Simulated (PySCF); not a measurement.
Species: C5H3FO3S (charge +1 and doublet state).
Geometry (GFN2-xTB, Å), atoms numbered from 1 in this order:
```
atom  x, y, z in Å
O1     2.6894   -0.3893   -1.1731
C2     2.6435    0.2024   -0.1518
O3     1.4793    0.4758    0.5346
C4     0.2796    0.1861    0.0578
C5    -0.0774   -0.3730   -1.1427
S6    -1.7388   -0.6622   -1.3695
C7    -2.1136   -0.2874    0.3931
F8    -3.2437    0.4141    0.4962
C9    -0.8795    0.4774    0.9682
O10   -0.8935    1.1279    1.9541
H11    3.4738    0.6298    0.4231
H12    0.6142   -0.5674   -1.9534
H13   -2.2377   -1.2336    0.9456
```

The hyperfine couplings belong to this conformer and change with its torsions.

Identity: `C(O[C+]1C([C@@H](F)S[CH]1)=O)=O` [radical] (charge +1).

Method: UKS B3LYP, pcH-1 on C F H O S, non-relativistic, mean-field spin-orbit, GIAO in PySCF 2.14.0. Isolated species at its GFN2-xTB geometry (one conformer only). Couplings are sensitive to structure, and on GFN2-xTB geometries they can be far from those on DFT ones, by a factor of two or more for some ions and for spin on atoms past the first row. The SCF solution wasn't tested for stability.

Principal values of hyperfine tensors in MHz (contact, dipolar and spin–orbit terms together), for some of the nuclei:

```
atom  isotope      A1      A2      A3
 H13       1H   18.99   19.32   24.78
  S6      33S  -34.14  -30.12  117.74
  C9      13C  -23.98  -12.47  -10.82
  O3      17O  -53.21    6.35    7.61
  F8      19F   -5.55    1.12   36.98
  C5      13C  -17.29  -14.44    3.97
 O10      17O  -44.46    9.22   16.07
  C7      13C   -6.72   -5.56   -0.41
```

Question: Give the isotropic coupling of each nucleus in MHz and in mT (g = 2.0095), and the anisotropic part.

Answer: a_iso is a third of the trace, T = A − a_iso, and a(mT) = a(MHz)/(g × 13.996). The tensors hold a spin–orbit part: the run splits a_iso into a_FC + a_SO, and T includes its anisotropic share.

```csv
atom,a_iso (MHz),a_FC,a_SO,a_iso (mT),T1,T2,T3
H13,21.03,21.02,0.01,0.748,-2.04,-1.71,3.75
S6,17.83,18.01,-0.19,0.634,-51.97,-47.94,99.92
C9,-15.76,-15.77,0.01,-0.560,-8.22,3.29,4.93
O3,-13.08,-13.27,0.19,-0.465,-40.13,19.43,20.70
F8,10.85,10.20,0.65,0.386,-16.40,-9.73,26.13
C5,-9.25,-9.63,0.37,-0.329,-8.04,-5.19,13.22
O10,-6.39,-6.14,-0.25,-0.227,-38.07,15.61,22.46
C7,-4.23,-4.33,0.10,-0.150,-2.49,-1.33,3.82
```

Question: What spin density at the nucleus of C9 lies behind its contact coupling (g_N = 1.40482)?

Answer: a_FC = (2μ0/3) gₑ μB g_N μN ρ(0)/(2S·h) = 800.24 MHz × g_N × ρ(0)/(2S), with ρ in bohr⁻³. With a_FC = -15.77 MHz and 2S = 1, ρ(0) = -0.01403 bohr⁻³.

Question: C4 (13C, g_N = 1.40482) isn't in the table. Its spin density at the nucleus is 0.01943 bohr⁻³. What is its contact coupling?

Answer: By the same relation, a_FC = 21.8 MHz. The spin–orbit term adds -0.24 MHz. Its full tensor has the principal values -6.34, -4.61, 75.77 MHz.

Question: Which nucleus of the table has the largest anisotropic coupling, and what is its form?

Answer: S6: -52.0, -47.9, 99.9 MHz (the dipolar term alone has -51.6, -48.2, 99.8), nearly axial, close to the ratio −1:−1:+2, the form that spin in one p orbital centred on that nucleus gives.

Question: In a single crystal, with the field along each principal axis of the tensor of C9 in turn, what first-order splitting does this nucleus give (isotropic g, quadrupole terms neglected)?

Answer: 2 lines (I = 1/2), spaced by |A_i|/(g × 13.996): 0.85, 0.44, 0.38 mT along the axes of A1, A2 and A3.

The SMILES draws the unpaired electron on C5; the largest computed Mulliken spin population is on S6 (0.49 against 0.02).
